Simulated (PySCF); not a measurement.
These 6 structures share the formula C6H11N. Computed with PBE0-D3(BJ)/def2-SVP geometry optimisation, gas phase in PySCF. One conformer each; no zero-point energy, no entropy. No frequencies were run at this level. Point groups hold within 0.08 Å.

Task: Order them by energy at this level, lowest first, and give relative energies in kJ/mol.
A. `C1C[C@H]2CC[C@@H]1N2`
B. `[CH2:1]1[CH2:2][C@H:3]2[CH2:4][NH:5][CH2:6][C@@H:7]12` with C7–C1–C2–C3 0°, C1–C2–C3–C4 -106°, C2–C3–C4–N5 71°, C3–C4–N5–C6 45°
C. `[CH3:1][CH2:2][C:3]([CH3:4])([CH3:5])[C:6]#[N:7]` with C1–C2–C3–C4 -177°
D. `[CH2:1]1[CH2:2][CH:3]([N:4]2[CH2:5][CH2:6]2)[CH2:7]1` with C2–C3–N4–C5 93°, C7–C1–C2–C3 -19°, C1–C2–C3–N4 139°, C3–N4–C5–C6 108°, C2–C3–C7–C1 -19°
E. `[CH3:1][C:2]([CH3:3])=[N:4][CH:5]1[CH2:6][CH2:7]1` with C2–N4–C5–C6 147°
F. `[CH2:1]=[CH:2][CH2:3][N:4]=[C:5]([CH3:6])[CH3:7]` with C1–C2–C3–N4 138°, C2–C3–N4–C5 -152°

Result: A (0.0), C (29.5), B (63.4), E (109.2), F (124.6), D (180.5).

As drawn, the lowest has an N–H bond, which the highest lacks; the highest has a three-membered ring and a four-membered ring, which the lowest lacks.

```csv
SMILES,E (Eh),E rel (kJ/mol),dipole (D),point group,"A, B, C (MHz)"
C1C[C@H]2CC[C@@H]1N2,-289.46728,0.0,1.09,Cs,"3861, 3285, 2844"
CCC(C)(C)C#N,-289.45606,29.5,3.87,C1,"2790, 2426, 1845"
C1C[C@H]2CNC[C@@H]12,-289.44315,63.4,0.94,Cs,"4371, 2967, 2298"
CC(C)=NC1CC1,-289.42570,109.2,1.73,–,"5855, 1491, 1332"
C=CCN=C(C)C,-289.41982,124.6,2.05,C1,"6270, 1240, 1107"
C1CC(N2CC2)C1,-289.39852,180.5,1.07,Cs,"6909, 1756, 1520"
```
